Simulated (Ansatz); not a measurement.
Cl3Tl, SMILES [Cl][Tl]([Cl])[Cl].

Coordinates come from a B3LYP-D3(BJ)/def2-SVP optimisation. The def2 effective core potentials stand for the cores of Tl; spin–orbit coupling is left out.

Two levels are set side by side: PBE/def2-SVPD (Ansatz, a quantum-chemistry and plane-wave program) and PBE0/def2-SVPD (Ansatz). Energy differences of separate SCF runs at the same geometry; the states with an electron removed or added have multiplicity 2 and 2. Differences are taken from unrounded values.

```tsv
quantity	PBE0	PBE	PBE minus PBE0
vertical ionisation energy (eV)	11.44	10.85	-0.60
vertical electron affinity (eV)	2.78	2.71	-0.06
vertical singlet–triplet gap (eV)	3.23	2.78	-0.45
```
